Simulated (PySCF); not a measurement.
CH₆BP, SMILES CBP. The structure is a stationary point at PBE0-D3(BJ)/def2-TZVP. The values are those of a single conformer.

These are PBE0-D3(BJ)/def2-TZVP (PySCF 2.14.0) values and carry that method's errors.

Harmonic wavenumbers (cm⁻¹): 100, 234, 288, 458, 625, 663, 717, 858, 891, 1040, 1099, 1160, 1315, 1442, 1456, 2444, 2465, 2599, 3024, 3083, 3130. Rotational constants (GHz): 33.03, 4.587, 4.222; symmetry number 1.

Q: Work out the zero-point energy and the ideal-gas rigid-rotor harmonic-oscillator thermochemistry at 298.15 K and 1 atm.

A: ZPE = ½ Σ hcν = ½ × 29090 cm⁻¹ = 174.00 kJ/mol. H − E(el) = 190.57 kJ/mol. Entropy in J/(mol K): translation 159.78, rotation 99.30, vibration 38.39, total 297.47. G − E(el) = 101.88 kJ/mol. Cp = 82.22 J/(mol K). Modes under 150 cm⁻¹ make the vibrational entropy uncertain.
